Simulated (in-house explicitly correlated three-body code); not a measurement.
Computed with an exponentially correlated three-body code. Model: two electrons around a point charge, non-relativistic, variational in 260 exponentially correlated functions (energies converged to about 1e-7 hartree, or 1e-8 relative for large Z).

For this charge the correlation energy is taken as exact minus Hartree-Fock, from which it differs by microhartrees, and the kinetic parts follow from it.

The wave function depends on r1, r2 and r12, so the cusp where the electrons meet is built in. Binding is counted against the one-electron ion, and the quantum defect is n less (Z − 1)/√(2 × binding).

Command:
```bash
python run_hyl.py task.json out
```
Settings (lengths in bohr, energies in hartree):
```
Z                      10.2
interaction_strength   1
functions              260
states_tried           13
```

Time taken, with all properties: 17 s on 1 thread of AMD EPYC 9R45 96-Core Processor (Zen 5), with other jobs on the host.

**Those bound S and P states to n = 4 that converged, binding against the one-electron ion.**

Given: nuclear charge 10.2.

Computed: one-electron threshold -52.02 hartree.

```tsv
term	energy (hartree)	binding (eV)	quantum defect
1 1S	-97.8218231	1246.3	0.038761
2 3S	-63.1560498	303.03	0.050572
2 3P	?	?	?
2 1S	-62.7739927	292.63	0.016245
2 1P	-62.5287559	285.96	-0.006768
3 3S	-56.8766037	132.15	0.048067
3 3P	-56.7784156	129.48	0.017766
3 1S	-56.7756401	129.41	0.016896
3 1P	-56.7044893	127.47	-0.0056728
4 3S	-54.7286722	73.707	0.047293
4 3P	-54.6883794	72.61	0.017562
4 1S	?	?	?
4 1P	-54.6580055	71.784	-0.0052994
```

(1) What belongs in the row 2 3P?

(2) What belongs in the row 4 1S?

**Converged states only, values per electron or pair.**

```json
{"term": "1 1S", "mean r (bohr)": "0.1527", "mean r squared (bohr²)": "0.031241", "mean inverse r (1/bohr)": "9.8875", "mean r12 (bohr)": "0.22478", "mean inverse r12 (1/bohr)": "6.0622", "mean cosine": "-0.013025", "mean p1 dot p2 (bohr⁻²)": "1.2437", "delta r1 (bohr⁻³)": "316.26", "delta r12 (bohr⁻³)": "34.76"}
{"term": "2 3S", "mean r (bohr)": "0.38469", "mean r squared (bohr²)": "0.24003", "mean inverse r (1/bohr)": "6.281", "mean r12 (bohr)": "0.64695", "mean inverse r12 (1/bohr)": "1.8205", "mean cosine": "-0.0044038", "mean p1 dot p2 (bohr⁻²)": "0.095249", "delta r1 (bohr⁻³)": "186.61", "delta r12 (bohr⁻³)": "-"}
{"term": "2 3P", "mean r (bohr)": "0.33952", "mean r squared (bohr²)": "0.18439", "mean inverse r (1/bohr)": "6.262", "mean r12 (bohr)": "0.5667", "mean inverse r12 (1/bohr)": "2.1511", "mean cosine": "-0.07291", "mean p1 dot p2 (bohr⁻²)": "-6.6866", "delta r1 (bohr⁻³)": "167.67", "delta r12 (bohr⁻³)": "-"}
{"term": "2 1S", "mean r (bohr)": "0.3944", "mean r squared (bohr²)": "0.25464", "mean inverse r (1/bohr)": "6.2591", "mean r12 (bohr)": "0.65899", "mean inverse r12 (1/bohr)": "2.1383", "mean cosine": "-0.006868", "mean p1 dot p2 (bohr⁻²)": "0.10957", "delta r1 (bohr⁻³)": "185.66", "delta r12 (bohr⁻³)": "6.1249"}
{"term": "2 1P", "mean r (bohr)": "0.34724", "mean r squared (bohr²)": "0.19419", "mean inverse r (1/bohr)": "6.2452", "mean r12 (bohr)": "0.55982", "mean inverse r12 (1/bohr)": "2.3445", "mean cosine": "0.053563", "mean p1 dot p2 (bohr⁻²)": "6.458", "delta r1 (bohr⁻³)": "169.18", "delta r12 (bohr⁻³)": "1.683"}
{"term": "3 3S", "mean r (bohr)": "0.78473", "mean r squared (bohr²)": "1.163", "mean inverse r (1/bohr)": "5.6198", "mean r12 (bohr)": "1.4328", "mean inverse r12 (1/bohr)": "0.89061", "mean cosine": "-0.0014782", "mean p1 dot p2 (bohr⁻²)": "0.028078", "delta r1 (bohr⁻³)": "174.02", "delta r12 (bohr⁻³)": "-"}
{"term": "3 3P", "mean r (bohr)": "0.74441", "mean r squared (bohr²)": "1.0516", "mean inverse r (1/bohr)": "5.6145", "mean r12 (bohr)": "1.3544", "mean inverse r12 (1/bohr)": "0.97899", "mean cosine": "-0.01748", "mean p1 dot p2 (bohr⁻²)": "-1.5528", "delta r1 (bohr⁻³)": "168.59", "delta r12 (bohr⁻³)": "-"}
{"term": "3 1S", "mean r (bohr)": "0.79887", "mean r squared (bohr²)": "1.2099", "mean inverse r (1/bohr)": "5.614", "mean r12 (bohr)": "1.4593", "mean inverse r12 (1/bohr)": "0.97498", "mean cosine": "-0.0021999", "mean p1 dot p2 (bohr⁻²)": "0.034741", "delta r1 (bohr⁻³)": "173.81", "delta r12 (bohr⁻³)": "1.7815"}
{"term": "3 1P", "mean r (bohr)": "0.75535", "mean r squared (bohr²)": "1.0857", "mean inverse r (1/bohr)": "5.61", "mean r12 (bohr)": "1.3714", "mean inverse r12 (1/bohr)": "1.0348", "mean cosine": "0.012835", "mean p1 dot p2 (bohr⁻²)": "1.6017", "delta r1 (bohr⁻³)": "168.93", "delta r12 (bohr⁻³)": "0.54313"}
{"term": "4 3S", "mean r (bohr)": "?", "mean r squared (bohr²)": "?", "mean inverse r (1/bohr)": "?", "mean r12 (bohr)": "?", "mean inverse r12 (1/bohr)": "?", "mean cosine": "?", "mean p1 dot p2 (bohr⁻²)": "?", "delta r1 (bohr⁻³)": "?", "delta r12 (bohr⁻³)": "-"}
{"term": "4 3P", "mean r (bohr)": "?", "mean r squared (bohr²)": "?", "mean inverse r (1/bohr)": "?", "mean r12 (bohr)": "?", "mean inverse r12 (1/bohr)": "?", "mean cosine": "?", "mean p1 dot p2 (bohr⁻²)": "?", "delta r1 (bohr⁻³)": "?", "delta r12 (bohr⁻³)": "-"}
{"term": "4 1S", "mean r (bohr)": "1.3666", "mean r squared (bohr²)": "3.7773", "mean inverse r (1/bohr)": "5.3888", "mean r12 (bohr)": "2.5913", "mean inverse r12 (1/bohr)": "0.55514", "mean cosine": "-0.00094888", "mean p1 dot p2 (bohr⁻²)": "0.014976", "delta r1 (bohr⁻³)": "170.96", "delta r12 (bohr⁻³)": "0.74449"}
{"term": "4 1P", "mean r (bohr)": "1.3267", "mean r squared (bohr²)": "3.5775", "mean inverse r (1/bohr)": "5.3871", "mean r12 (bohr)": "2.5111", "mean inverse r12 (1/bohr)": "0.58018", "mean cosine": "0.0050321", "mean p1 dot p2 (bohr⁻²)": "0.63629", "delta r1 (bohr⁻³)": "168.9", "delta r12 (bohr⁻³)": "0.23482"}
```

(3) What belongs in the row 4 3S?

(4) What belongs in the row 4 3P?

**Electric-dipole lines between converged S and P states, rate of the upper state's decay.**

| s state | p state | p minus s (eV) | oscillator strength from s | rate (1/s) |
| --- | --- | --- | --- | --- |
| 1 1S | 2 1P | 960.37 | 0.72483 | 9.6694e+12 |
| 1 1S | 3 1P | 1118.9 | 0.14939 | 2.7049e+12 |
| 1 1S | 4 1P | 1174.5 | 0.056019 | 1.1178e+12 |
| 2 1S | 2 1P | 6.6732 | 0.052319 | 3.37e+07 |
| 2 1S | 3 1P | 165.16 | 0.38723 | 1.5278e+11 |
| 2 1S | 4 1P | 220.85 | 0.095752 | 6.7549e+10 |
| 3 1S | 2 1P | -156.55 | -0.053121 | 5.6491e+10 |
| 3 1S | 3 1P | 1.9361 | 0.091051 | 4.9367e+06 |
| 3 1S | 4 1P | 57.624 | 0.4238 | 2.0354e+10 |
| 4 1S | 2 1P | ? | ? | ? |
| 4 1S | 3 1P | -54.878 | -0.12094 | 1.5804e+10 |
| 4 1S | 4 1P | 0.81 | 0.12685 | 1.2038e+06 |
| 2 3S | 2 3P | 9.7619 | 0.072616 | 1.0009e+08 |
| 2 3S | 3 3P | 173.54 | 0.36691 | 1.5984e+11 |
| 2 3S | 4 3P | 230.42 | 0.092323 | 7.0897e+10 |
| 3 3S | 2 3P | -161.11 | -0.054785 | 6.1705e+10 |
| 3 3S | 3 3P | 2.6718 | 0.12161 | 1.2556e+07 |
| 3 3S | 4 3P | ? | ? | ? |
| 4 3S | 2 3P | -219.56 | -0.011705 | 2.4485e+10 |
| 4 3S | 3 3P | -55.776 | -0.12689 | 1.7129e+10 |
| 4 3S | 4 3P | 1.0964 | 0.1676 | 2.9143e+06 |

(5) What belongs in the row 4 1S 2 1P?

(6) What belongs in the row 3 3S 4 3P?

**Functionals on the exact density and self-consistent, errors are functional minus exact, hybrids only self-consistent, a dash where a self-consistent run leaves the top level unbound.**

```json
{"result": "wB97X", "exchange error (millihartree)": "-", "correlation error (millihartree)": "-", "functional driven error (millihartree)": "-", "density driven error (millihartree)": "-", "self consistent total error (millihartree)": "-175.28", "top level plus exact binding (eV)": "46.28"}
{"result": "PBE", "exchange error (millihartree)": "120.83", "correlation error (millihartree)": "-2.2305", "functional driven error (millihartree)": "118.6", "density driven error (millihartree)": "-1.4215", "self consistent total error (millihartree)": "117.17", "top level plus exact binding (eV)": "61.306"}
{"result": "BLYP", "exchange error (millihartree)": "46.343", "correlation error (millihartree)": "-4.4943", "functional driven error (millihartree)": "41.849", "density driven error (millihartree)": "-1.4145", "self consistent total error (millihartree)": "40.435", "top level plus exact binding (eV)": "60.318"}
{"result": "TPSS", "exchange error (millihartree)": "-3.6135", "correlation error (millihartree)": "-3.1506", "functional driven error (millihartree)": "-6.7641", "density driven error (millihartree)": "-0.37153", "self consistent total error (millihartree)": "-7.1356", "top level plus exact binding (eV)": "56.477"}
{"result": "SCAN", "exchange error (millihartree)": "-4.0308", "correlation error (millihartree)": "1.6285", "functional driven error (millihartree)": "-2.4023", "density driven error (millihartree)": "-0.31493", "self consistent total error (millihartree)": "-2.7173", "top level plus exact binding (eV)": "54.295"}
{"result": "LDA VWN5", "exchange error (millihartree)": "871.82", "correlation error (millihartree)": "-158.44", "functional driven error (millihartree)": "713.38", "density driven error (millihartree)": "-2.6673", "self consistent total error (millihartree)": "710.71", "top level plus exact binding (eV)": "67.508"}
{"result": "BP86", "exchange error (millihartree)": "?", "correlation error (millihartree)": "?", "functional driven error (millihartree)": "?", "density driven error (millihartree)": "?", "self consistent total error (millihartree)": "?", "top level plus exact binding (eV)": "?"}
{"result": "LDA PW92", "exchange error (millihartree)": "871.82", "correlation error (millihartree)": "-157.46", "functional driven error (millihartree)": "714.36", "density driven error (millihartree)": "-2.6677", "self consistent total error (millihartree)": "711.69", "top level plus exact binding (eV)": "67.521"}
{"result": "r2SCAN0", "exchange error (millihartree)": "-", "correlation error (millihartree)": "-", "functional driven error (millihartree)": "-", "density driven error (millihartree)": "-", "self consistent total error (millihartree)": "?", "top level plus exact binding (eV)": "?"}
{"result": "RPBE", "exchange error (millihartree)": "17.165", "correlation error (millihartree)": "-2.2305", "functional driven error (millihartree)": "14.935", "density driven error (millihartree)": "-1.4834", "self consistent total error (millihartree)": "13.451", "top level plus exact binding (eV)": "60.556"}
```

(7) What belongs in the row BP86?

(8) What belongs in the row r2SCAN0?

Results:

(1) energy (hartree): -62.7973064; binding (eV): 293.27; quantum defect: 0.018392.

(2) energy (hartree): -54.6877723; binding (eV): 72.594; quantum defect: 0.017109.

(3) mean r (bohr): 1.3478; mean r squared (bohr²): 3.6674; mean inverse r (1/bohr): 5.3911; mean r12 (bohr): 2.5543; mean inverse r12 (1/bohr): 0.52104; mean cosine: -0.00064405; mean p1 dot p2 (bohr⁻²): 0.011784; delta r1 (bohr⁻³): 171.03.

(4) mean r (bohr): 1.3123; mean r squared (bohr²): 3.4954; mean inverse r (1/bohr): 5.3889; mean r12 (bohr): 2.484; mean inverse r12 (1/bohr): 0.55693; mean cosine: -0.0068816; mean p1 dot p2 (bohr⁻²): -0.60427; delta r1 (bohr⁻³): 168.78.

(5) p minus s (eV): -213.36; oscillator strength from s: -0.011593; rate (1/s): 2.29e+10.

(6) p minus s (eV): 59.545; oscillator strength from s: 0.40177; rate (1/s): 2.0604e+10.

(7) exchange error (millihartree): 46.343; correlation error (millihartree): -39.173; functional driven error (millihartree): 7.17; density driven error (millihartree): -1.0004; self consistent total error (millihartree): 6.1696; top level plus exact binding (eV): 60.314.

(8) self consistent total error (millihartree): -1.5633; top level plus exact binding (eV): 40.5.

The density-driven part is never positive, since each functional's own density lowers its energy. Here it is small beside the functional-driven part (median ratio 0.044), the normal case.
